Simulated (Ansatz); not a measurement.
Born–Oppenheimer molecular dynamics of AlF3H6N2 (12 atoms, charge 0, multiplicity 1). It starts at the highest image of a converged band. Of that band: The top lies less than 8 meV above the higher end, about what the thresholds resolve: that end is a shoulder or a very shallow well. A vibrational analysis at the climbing image gives one clearly imaginary mode, 355i cm⁻¹: a first-order saddle point.

Theory: RKS revPBE-D4/def2-SVP (Ansatz).

```json
{
 "ensemble": "NVE (velocity Verlet)",
 "time step": "0.5 fs",
 "steps asked": "200",
 "starting velocities drawn for": "100 K",
 "seed": "8841"
}
```

First frame:

```xyz
12
Properties=species:S:1:pos:R:3
Al -0.122 -1.693 0.471
N -1.052 -0.123 -0.364
F -0.091 -2.804 -0.799
F -1.111 -2.032 1.796
H 1.488 0.915 0.300
F 1.379 -0.977 0.847
H -0.381 0.688 -0.358
N 1.284 1.848 -0.076
H -1.899 0.148 0.155
H -1.329 -0.312 -1.337
H 1.208 1.923 -1.089
H 0.628 2.418 0.454
```

Q: How far do the bonds stretch over the last three quarters of this one trajectory? (Pairs bonded in most of those frames.)

A: 
```json
{"bond": "Al1–N2", "mean (Å)": "2.021", "spread (Å)": "0.021", "shortest": "1.98", "longest": "2.05"}
{"bond": "Al1–F3", "mean (Å)": "1.688", "spread (Å)": "0.024", "shortest": "1.65", "longest": "1.73"}
{"bond": "Al1–F4", "mean (Å)": "1.685", "spread (Å)": "0.018", "shortest": "1.65", "longest": "1.71"}
{"bond": "Al1–F6", "mean (Å)": "1.699", "spread (Å)": "0.013", "shortest": "1.68", "longest": "1.72"}
{"bond": "N2–H7", "mean (Å)": "1.045", "spread (Å)": "0.012", "shortest": "1.02", "longest": "1.06"}
{"bond": "N2–H9", "mean (Å)": "1.031", "spread (Å)": "0.013", "shortest": "1.01", "longest": "1.05"}
{"bond": "N2–H10", "mean (Å)": "1.031", "spread (Å)": "0.014", "shortest": "1.01", "longest": "1.05"}
{"bond": "H5–N8", "mean (Å)": "1.030", "spread (Å)": "0.005", "shortest": "1.02", "longest": "1.04"}
{"bond": "N8–H11", "mean (Å)": "1.024", "spread (Å)": "0.004", "shortest": "1.02", "longest": "1.03"}
{"bond": "N8–H12", "mean (Å)": "1.025", "spread (Å)": "0.011", "shortest": "1.01", "longest": "1.04"}
```

Mean temperature of the second half: 49 K. The conserved energy stayed within 0.06 meV per atom of its start (net change 0.02 meV per atom), so the integration is sound. The temperature averaged 0.49 of the 100 K drawn at the start: a run that starts near a minimum puts about half its kinetic energy into the potential. A run of 0.1 ps of so small a system gives no equilibrium averages. The orbitals stay closed-shell, which can raise the energy where a bond breaks towards radicals; this wasn't checked here.

Time of the run: 6.7 min on 2 threads of Arm Neoverse V2 (shared host), peak memory 0.14 GiB.
